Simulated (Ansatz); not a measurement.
`O[Si@H](F)[Si@H](O)F` + `Cl[SiH2]Cl` → `O[SiH](F)[SiH](Cl)Cl` + `O[SiH2]F`  (formal exchange of groups at the Si–Si bond)

Computed with Ansatz on PBE0-D4/def2-TZVP structures; ΔE is electronic, products minus reactants. CCSD(T)/CBS is the MP2 limit (def2-TZVPP, def2-QZVPP) plus CCSD(T) − MP2 in def2-TZVPP, frozen cores. DFT in def2-TZVPP. B3LYP here is the variant with VWN-RPA as its local correlation; programs differ in this. Each species was taken in one conformer, which may not be the lowest.

`O[Si@H](F)[Si@H](O)F`:

```xyz
10

O    -1.831    0.759    0.537
Si   -0.468    1.139   -0.291
F    -0.808    1.431   -1.829
Si    1.041   -0.681   -0.228
O     0.438   -1.869    0.726
F     2.429   -0.138    0.358
H    -2.272   -0.069    0.336
H     0.013    2.401    0.312
H     1.325   -1.333   -1.526
H     0.133   -1.638    1.605
```

`Cl[SiH2]Cl`:

```xyz
5

Cl   -0.449   -1.563   -1.100
Si    0.064    0.113   -0.055
Cl   -0.484   -0.084    1.901
H    -0.659    1.263   -0.630
H     1.529    0.272   -0.116
```

`O[SiH](F)[SiH](Cl)Cl`:

```xyz
9

O     0.041    1.367   -1.458
Si   -0.682    0.021   -0.896
F    -0.433   -1.226   -1.865
Si    0.285   -0.536    1.173
Cl   -0.571    0.603    2.647
Cl    2.275   -0.028    0.989
H     0.988    1.460   -1.331
H    -2.134    0.289   -0.867
H     0.231   -1.949    1.608
```

`O[SiH2]F`:

Cartesian coordinates in Å:
```
O -1.261 -0.084 -0.151
Si 0.362 -0.152 -0.025
F 0.828 0.077 1.484
H -1.700 0.762 -0.061
H 0.753 -1.516 -0.426
H 1.017 0.913 -0.820
```

| level | ΔE (kcal/mol) | difference from CCSD(T)/CBS |
| --- | --- | --- |
| LDA (SPW92) | -3.9 | 0.3 |
| PBE0-D4 | -4.1 | 0.1 |
| r2SCAN0-D4 | -4.2 | 0.0 |
| PBE | -3.3 | 0.9 |
| revPBE | -2.9 | 1.3 |
| B3LYP | -3.2 | 1.0 |
| CCSD/def2-SVP | -4.3 | -0.1 |
| CCSD(T)/def2-SVP | -4.4 | -0.2 |
| MP2/def2-QZVPP | -4.6 | -0.4 |
| SCS-MP2/def2-QZVPP | -4.2 | 0.0 |
| CCSD(T)/CBS | -4.2 | 0 |

Largest T1 diagnostic among the species: 0.013.

Leaving LDA and LC-ωPBE aside and taking each functional with its dispersion term where it has one, the values, not all of them listed here, spread over 0.8 kcal/mol, from BHLYP-D4 to ωB97X-V. The D4 term adds −1.0 kcal/mol with B3LYP and −0.6 kcal/mol with PBE0; it sums over pairs of atoms, weighted by their polarisabilities, and B3LYP, whose exchange is more repulsive, gets the larger term.
